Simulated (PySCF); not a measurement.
**Adding and removing an electron: TlC**

UHF-MP2; PySCF, scalar-relativistic core potentials, basis sets Tl def2-SVP with ECP60, C def2-SVP. Neutral (UHF): quartet (σ ↑, π ↑↑), Re = 2.303 Å, ωe = 445 cm⁻¹, De = 2.37 eV.

TlC⁺ (UHF): triplet (σ ↑, π ↑), Re = 3.197 Å, ωe = 115 cm⁻¹. The energies at the minima are -209.34754 hartree for TlC and -209.07584 for TlC⁺.

Task: Work out the adiabatic ionisation energy, without and with harmonic zero-point energies (1 hartree = 27.2114 eV, 1 eV = 8065.5 cm⁻¹), and the change of the bond length.

Result: At UHF-MP2: 0.27170 hartree = 7.393 eV between the minima; the zero-point term (115.0 − 445.0)/2 cm⁻¹ = -0.020 eV makes it 7.373 eV. Re changes by +89.4 pm against the neutral. The electron leaves a π orbital, and the ion is left as a loose complex of an ion and an atom.

Correlated steps freeze 5 core orbitals. Correlated levels converge slowly with the basis: in double zeta they bind strong bonds too weakly, by up to about 1 eV, and carry superposition errors of some tenths. Spin–orbit coupling is left out, which matters for elements this heavy, above all for dissociation energies. States were picked by a PBE0 search and need not be the measured ground states.
